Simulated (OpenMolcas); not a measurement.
# W3+: effect of the active space

| Property | Result |
| --- | --- |
| Program | OpenMolcas |
| Method | CASSCF or its RAS form |
| Basis | ANO-RCC-VQZP |
| Scalar Hamiltonian | DKH2, point nucleus |
| Spin-orbit coupling | RASSI with atomic mean-field integrals over the reference wave functions, term energies averaged over their components |

A. 3 electrons in 5 orbitals (5d); 2S+1 = 4 even, 10 roots; 2S+1 = 2 even, 40 roots; cost roughly 30 core-seconds
B. 9 electrons in 8 orbitals (RAS1 5p, at most 2 holes; RAS2 5d); 2S+1 = 4 even, 10 roots; 2S+1 = 2 even, 40 roots; cost roughly 40 core-seconds
C. 3 electrons in 10 orbitals (5d 6d); 2S+1 = 4 even, 10 roots; 2S+1 = 2 even, 40 roots; cost about 27 core-seconds

Energies in cm-1 above 5d3 4F 3/2, the measured ground level; measured values from the list in J. Phys. B 45, 035001 (2012).

| Level | A | B | C | Measured |
| --- | --- | --- | --- | --- |
| 5d3 4F 3/2 | 0.0 | 0.0 | 0.0 | 0.0 |
| 5d3 4F 5/2 | 3394 | 3662 | 3429 | 3537 |
| 5d3 4F 7/2 | 6773 | 7201 | 6818 | 6745 |
| 5d3 4F 9/2 | 9712 | 10221 | 9765 | 9256 |
| 5d3 4P 3/2 [53 %] | 13523 | 12941 | 13357 |  |
| 5d3 4P 1/2 | 14815 | 14430 | 14652 | 11773 |
| 5d3 2G 7/2 | 17926 | 18377 | 17689 | 15261 |
| 5d3 2H 9/2 [52 %] | 18513 | 19303 | 18251 |  |
| 5d3 4P 5/2 | 19505 | 19396 | 19484 | 17190 |
| 5d3 2P 1/2 | 23603 | 23150 | 23410 | 18365 |
| 5d3 2H 11/2 | 25118 | 26361 | 24951 | 22223 |
| 5d3 2G 9/2 [50 %] | 27064 | 28144 | 26933 |  |
| 5d3 2D 5/2(1) | 27597 | 27214 | 27352 | 22766 |
| 5d3 2P 3/2 [58 %] | 31006 | 30586 | 30775 | 25168 |
| 5d3 2F 7/2 | 34922 | 35064 | 34580 | 28412 |
| 5d3 2F 5/2 | 35051 | 35070 | 34690 | 27938 |
| 5d3 2D 5/2(2) | 52487 | 51010 | 51611 | 43287 |
| 5d3 2D 3/2(2) | 52753 | 51331 | 51715 | 43742 |

Deviations, from unrounded energies. A percentage is the sum of absolute deviations over the sum of measured energies, with the sign that they share, or ± where signs differ.

```csv
Against measurement,Levels,A,B,C
mean absolute deviation (cm-1),14,4200,4100,4000
fine structure of the ground term (%),3,±3.2,+7.9,±3.5
other terms of the ground configuration (%),11,+21.2,+20.2,+19.8
```

B, C lie about equally close to measurement and A furthest from it. The largest miss of C in the table is 5d3 2D 5/2(2), by +8300 cm-1. The ranking rests on the paired levels alone, and a cruder setting can come out closer through cancelling errors.

Among A to C the level of the table that moves most is 5d3 2D 5/2(2), by 1500 cm-1 (lowest in B, highest in A).

Without dynamic correlation excited terms often stand tens of per cent too high (terms of higher spin than the ground term too low), and those without a measured partner can miss by more than the paired ones. Some levels mix across a computed gap that differs much from the measured one, so their mixing is not that of the real levels. Active for correlation alone: 5p; no level in the range computed is led by a configuration that opens it, so any true level of that kind is missing (holds for B). Active for correlation alone: 6d; no level in the range computed is led by a configuration that fills it, so any true level of that kind is missing (holds for C). Computed and measured levels are paired by configuration, term and J; levels that our copy of the source lacks, or whose pairing is in doubt (as where it misses far off the trend of its configuration), stay unpaired and out of the deviations. Levels of configurations outside the active space are missing. The table leaves out levels that lie high or whose names do not pair safely across all columns.

A share in square brackets marks a mixed level and gives the weight of the term that names it, the lowest over the columns. A number in round brackets counts repeated terms of one configuration in the order of the reference energies.
